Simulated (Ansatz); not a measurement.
Ansatz (a quantum-chemistry and plane-wave program) input (r2SCAN/def2-TZVP):

Ansatz 0.2 input:
```yaml
crystal:
  periodic: [false, false, false]
  atoms:
    - {symbol: In, position_ang: [-0.00000000, -0.00000000, -0.27269741]}
    - {symbol: O, position_ang: [0.00000000, 0.00000000, 1.67027163]}
basis:
  gaussian:
    orbitals: def2-TZVP
hamiltonian:
  xc: {name: r2SCAN}
magnetization: {spin_polarized: true, initial_magnetization: 1}
relax: {f_tol: 0.003, max_steps: 100}
```

End of the output:

```
the calculation of the forces begins
reference -7221.31144329 eV, -265.3783007604 hartree; 15, 14 occupied and 66, 67 virtual orbitals, 539 factors
relax step   4: F+E_penalty+E_count = -7221.31142324 eV  Δ(F+E_penalty+E_count) = -2.203e-6 eV  max|allowed force component| = 8.965e-5 eV/Å  Δτ_max = 0.0002 Å  (50 SCF iters, accepted)
integrals: 0.02 GiB planned
539 factors; their error is unknown
mean field: 0.23 GiB planned
mean field evaluation 96: about -7221.3114 eV, gradient 1.2e-1 eV
mean field evaluation 128: about -7220.9326 eV, gradient 7.0e0 eV
mean field -7221.31142324 eV, -265.3783000233 hartree, gradient 9.8e-6 eV, S^2 0.766384; 5 other end points of the search recorded, 0 dependent functions left out
the calculation of the forces begins
reference -7221.31144329 eV, -265.3783007604 hartree; 15, 14 occupied and 66, 67 virtual orbitals, 539 factors
Total energy: -7221.31144329 eV, -265.3783007604 hartree
Atom 0 at    -0.000000     0.000000    -0.257759 Å, force     0.000000    -0.000000     0.000090 eV/Å
Atom 1 at     0.000000    -0.000000     1.655333 Å, force    -0.000000     0.000000    -0.000090 eV/Å
Dipole moment:    -0.000000    -0.000000    -0.829175 e Å
```
